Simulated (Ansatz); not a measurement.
Computed with Ansatz on PBE0-D4/def2-TZVP structures; ΔE is electronic, products minus reactants. CCSD(T)/CBS adds triple-zeta CCSD(T) − MP2 to the extrapolated MP2 energy (def2 sets, frozen cores). DFT in def2-TZVPP. B3LYP here is the variant with VWN-RPA as its local correlation; programs differ in this. Each species was taken in one conformer, which may not be the lowest.

Reaction (ligand exchange at the Si–O bond): `FCO[SiH2][SiH3]` + `CBO` → `CBO[SiH2][SiH3]` + `OCF`

`FCO[SiH2][SiH3]`:

```xyz
12

F     0.440   -2.312   -0.461
C     0.498   -1.679    0.762
O    -0.659   -0.990    1.003
Si   -1.230    0.247    0.042
Si    0.504    1.637   -0.721
H     0.614   -2.449    1.529
H     1.373   -1.016    0.730
H    -1.984   -0.296   -1.118
H    -2.167    1.000    0.911
H     1.429    0.905   -1.627
H     1.288    2.185    0.419
H    -0.107    2.769   -1.470
```

`CBO`:

Cartesian coordinates in Å:
```
C 0.451 -0.050 -0.898
B -0.144 0.221 0.517
O -0.988 -0.685 1.069
H 0.116 -0.992 -1.336
H 1.546 -0.052 -0.853
H 0.191 0.768 -1.580
H 0.127 1.218 1.141
H -1.299 -0.428 1.940
```

`CBO[SiH2][SiH3]`:

```xyz
14

C    -1.364   -1.301    0.861
B     0.171   -1.605    0.893
O     1.129   -0.664    0.702
Si    1.094    0.969    0.411
Si    0.372    1.423   -1.772
H    -1.634   -0.249    0.739
H    -1.839   -1.676    1.774
H    -1.824   -1.868    0.043
H     0.567   -2.725    1.084
H     0.209    1.652    1.396
H     2.481    1.460    0.613
H    -1.022    0.940   -1.970
H     1.254    0.752   -2.765
H     0.408    2.892   -2.010
```

`OCF`:

Z-matrix (Å, degrees):
```
C
F 1 1.381
O 1 1.370 2 111.1
H 1 1.091 2 107.8 3 -117.4
H 1 1.096 2 106.3 3 123.2
H 3 0.962 1 109.3 2 70.7
```

| level | ΔE (kJ/mol) |
| --- | --- |
| B3LYP | 3.9 |
| SCS-MP2/def2-QZVPP | 2.0 |

Problem. What does CCSD(T)/CBS give? (Estimate.)

Solution. The calculation gave: +1.9 kJ/mol. The listed levels differ from it by 2.0, 0.1 kJ/mol.

Largest T1 diagnostic among the species: 0.013.

In def2-TZVPP, CCSD(T) changes the Hartree–Fock value by +3.3 kJ/mol (the triples alone add +0.5 kJ/mol) and MP2 by +3.4 kJ/mol.
